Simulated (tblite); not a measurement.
C5H9NSi.
Cartesian coordinates in Å at the GFN2-xTB level; atoms count from 1:
```xyz
16
C5H9NSi angstrom
C      2.4551   -1.9407    0.6238
C      1.5116   -1.2048    0.6939
C      0.3681   -0.3422    0.7236
C     -0.9769   -1.0430    0.4140
C     -1.6094   -0.0049   -0.5314
Si     0.0687    0.8734   -0.7364
N      0.0560    2.5201   -0.2215
H      3.2831   -2.5832    0.5833
H      0.3307    0.1664    1.6897
H     -1.5697   -1.2549    1.3035
H     -0.7962   -1.9833   -0.1062
H     -2.3600    0.5956   -0.0218
H     -2.0792   -0.4447   -1.4071
H      0.8020    0.5481   -1.9664
H      0.9192    2.9155    0.1171
H     -0.4107    3.1916   -0.8105
```

Computed with GFN2-xTB (tblite): harmonic, unscaled wavenumbers at the GFN2-xTB geometry, gas phase. Against measured fundamentals such values can be off by several per cent, at times by over 20. Modes of hydrogen on silicon can be 10 to 20 % off. One conformer, not necessarily the lowest.

Harmonic wavenumbers (cm⁻¹): 68.3, 111.7, 131.8, 161.4, 202.6, 226.0, 370.4, 439.2, 476.1, 569.2, 578.3, 600.2, 652.5, 660.6, 679.9, 720.9, 749.1, 816.7, 886.2, 911.0, 960.2, 1030.0, 1050.2, 1092.3, 1140.7, 1182.4, 1218.6, 1252.6, 1293.0, 1472.2, 1496.8, 1513.3, 2208.8, 2279.5, 2940.7, 2982.0, 3000.4, 3009.0, 3019.6, 3394.4, 3460.8, 3494.4.

A = 3517, B = 1599, C = 1238 MHz; mass 111.050 u (most abundant isotopes); point group C1, symmetry number 1.

Task: Zero-point energy?

Result: ½Σν̃ = 27252 cm⁻¹ = 326.00 kJ/mol.

Task: What is S at 350 K and 1 bar for an ideal gas of classical rigid rotors and harmonic oscillators?

Result: Translation 170.93, rotation 120.10, vibration 118.60: S = 409.6 J/(mol K).

Task: And Cp and H(350 K) − H(0)?

Result: Cp = 166.26 J/(mol K), of which vibrations give 133.00 (their classical limit is 42 R = 349.2); H(350 K) − H(0) = 34.44 kJ/mol without the zero-point energy, 22.80 from vibrations.

Task: What must be added to the electronic energy to get the Gibbs energy at 350 K and 1 bar?

Result: ZPE + [H(350 K) − H(0)] − T·S = 326.00 + 34.44 − 143.37 = 217.07 kJ/mol.

Task: Which modes carry the vibrational entropy at 350 K?

Result: 68.3 cm⁻¹: 18.90; 111.7 cm⁻¹: 14.86; 131.8 cm⁻¹: 13.51; 161.4 cm⁻¹: 11.88; 202.6 cm⁻¹: 10.07; 226.0 cm⁻¹: 9.22 J/(mol K); the other 36 give 40.16 together.

Hindered rotation and anharmonicity are outside this model. Other conformers, if any are populated, would add a mixing term that is left out. The structure is chiral; the term R ln 2 for an equal mix with its mirror image is left out.
